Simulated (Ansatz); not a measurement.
`[SiH3][SiH](S)[AsH2]` + H₂ → `[SiH3][SiH2]S` + `[AsH3]`  (hydrogenolysis of the Si–As bond)

Gas-phase electronic energies from Ansatz, PBE0-D4/def2-TZVP geometries. CBS: MP2 limit from def2 TZ/QZ plus the TZ coupled-cluster correction, frozen cores. This one scheme is used for every species. DFT in def2-TZVPP. B3LYP here is the variant with VWN-RPA as its local correlation; programs differ in this. For As outer-core shells are correlated without core-valence functions, which leaves a few kJ/mol of doubt a bond. Scalar relativity is left out up to krypton. Each species was taken in one conformer, which may not be the lowest.

| level | ΔE (kJ/mol) |
| --- | --- |
| B2PLYP | 11.3 |
| r2SCAN | 20.7 |
| PBE0 | 15.2 |
| B3LYP | 3.6 |
| SCS-MP2/def2-TZVPP | 16.0 |
| MP2/def2-QZVPP | 29.9 |
| SCS-MP2/def2-QZVPP | 18.6 |
| HF/CBS(def2) | -15.4 |

Task: What does CCSD(T)/CBS give? (Best estimate.)

Result: Ansatz gave: +21.6 kJ/mol. The listed levels differ from it by -10.3, -0.9, -6.4, -18.0, -5.6, 8.3, -3.0, -37.0 kJ/mol.

Largest T1 diagnostic among the species: 0.012.

The D4 term adds +16.2 kJ/mol with B3LYP and +9.0 kJ/mol with PBE0; it sums over pairs of atoms, weighted by their polarisabilities, and B3LYP, whose exchange is more repulsive, gets the larger term. From PBE to PBE0 (25 % exact exchange), in def2-TZVPP and without D4, ΔE moves by −3.6 kJ/mol. In def2-TZVPP, CCSD(T) changes the Hartree–Fock value by +30.0 kJ/mol (the triples alone add +6.7 kJ/mol) and MP2 by +41.2 kJ/mol.
